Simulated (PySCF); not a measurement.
Computed shifts of a molecule C₄H₄F₂, PBE/pcSseg-1 run with PySCF, GIAO, gas phase, atoms alike by connectivity averaged where their shifts nearly agree, in ppm (number of nuclei): ¹³C: 115.3 (1), 92.1 (1), 79.0 (1), 6.8 (1). ¹⁹F: -141.6 (2). ¹H: 6.82 (1), 2.32 (3). References: ¹³C against TMS (σ = 182.0 ppm); ¹⁹F against CFCl3 (σ = 133.6 ppm); ¹H against TMS (σ = 31.49 ppm), references at their B3LYP-D3(BJ)/def2-TZVP geometries, non-relativistic. Geometry: r2SCAN-D4/def2-SVP. The values are those of a single conformer.

Task: Which molecule gave these data?
A. CC#CC(F)F
B. C=C(F)C(=C)F
C. FC1=C[C@@H](F)C1
D. CC=C=C(F)F

Result: A, CC#CC(F)F
